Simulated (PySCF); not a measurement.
# Reading the logs of faulty runs: BC2H6

These are calculations, not measurements. They come from PySCF 2.14.0, an open-source quantum chemistry program, on an isolated molecule that a program drew, which may never have been made. The molecule is BC2H6 (charge 0, doublet), drawn as the SMILES string `[BH]CC`.

Each row is a Hartree-Fock (HF) and frozen-core CCSD(T) single point in the cc-pVDZ basis, meant for a local HF minimum. Run 1 is clean. Each other run has one planted mistake out of seven kinds, and not every kind appears here: one electron removed, one electron added, multiplicity raised by two, geometry at a saddle point, minimal basis STO-3G, one bond length entered in bohr, all coordinates scaled. The reference is restricted for singlets and unrestricted otherwise, and also for a bond in bohr. Adding or removing an electron swaps singlet and doublet. Electrons count all cores. HOMO and LUMO are orbital energies over both spins, the gradient is its largest component, and the lowest frequency (negative if imaginary) is given only where the gradient is small. Bond lengths are over the 8 bonds as drawn. T1 is the CCSD diagnostic: over 0.02 (restricted) or 0.045 (unrestricted) a single reference is doubtful.

Geometry of the clean run:
```xyz
9
BC2H6, angstrom
B    -1.3302    1.6171    0.1442
C    -0.7669    0.1574    0.2009
C    -1.7897   -0.9856    0.1377
H    -2.3853    1.9807   -0.2994
H    -0.0949    0.0317    1.0560
H    -0.1027    0.1118   -0.6792
H    -2.4180   -0.9051   -0.7522
H    -1.2976   -1.9610    0.1143
H    -2.4504   -0.9720    1.0083
```

| run | electrons | basis functions | <S^2> | HOMO (eV) | LUMO (eV) | gradient (hartree/bohr) | lowest frequency (cm^-1) | mean bond (Å) | longest bond (Å) | T1 | HF (hartree) | CCSD(T) (hartree) | mistake |
|---|---|---|---|---|---|---|---|---|---|---|---|---|---|
| 1 | 23 | 72 | 0.753 | -8.76 | 2.21 | 3.2e-05 | 174 | 1.2223 | 1.566 | 0.0095 | -103.84387 | -104.25146 | no fault |
| 2 | 23 | 72 | 3.757 | -6.89 | -1.99 | 1.5e-01 | - | 1.2223 | 1.566 | 0.0350 | -103.65354 | -104.05655 | multiplicity raised by two |
| 3 | 22 | 72 | 0.000 | -18.86 | -6.43 | 7.9e-02 | - | 1.2223 | 1.566 | 0.0145 | -103.56418 | -103.96522 | one electron removed |
| 4 | 23 | 72 | 1.474 | -8.86 | 1.23 | 1.7e-02 | - | 1.3450 | 2.085 | 0.0609 | -103.72719 | -104.13084 | one bond length entered in bohr |
| 5 | 23 | 21 | 0.752 | -7.35 | 7.03 | 2.0e-02 | - | 1.2223 | 1.566 | 0.0045 | -102.58406 | -102.75615 | ? |
| 6 | 23 | 72 | 0.753 | -8.72 | 2.25 | 8.9e-03 | - | 1.2076 | 1.547 | 0.0094 | -103.84278 | -104.24871 | ? |

**Which mistake was planted in run 5, and what did it cost?**

It has 21 basis functions where the clean run has 72, with the same electrons and geometry. So the mistake is: minimal basis STO-3G. Subtracting run 1 and multiplying by 627.51 kcal/mol a hartree, the energy moved by 790.5 kcal/mol in HF and 938.3 kcal/mol in CCSD(T).

**Which mistake was planted in run 6, and what did it cost?**

The mean and the longest bond both change by the same factor, 0.988, and the gradient is no longer small. So the mistake is: all coordinates scaled. Subtracting run 1 and multiplying by 627.51 kcal/mol a hartree, the energy moved by 0.7 kcal/mol in HF and 1.7 kcal/mol in CCSD(T).

Cautions from the logs. Run 4: T1 is over the limit, so its CCSD(T) energy is less reliable.
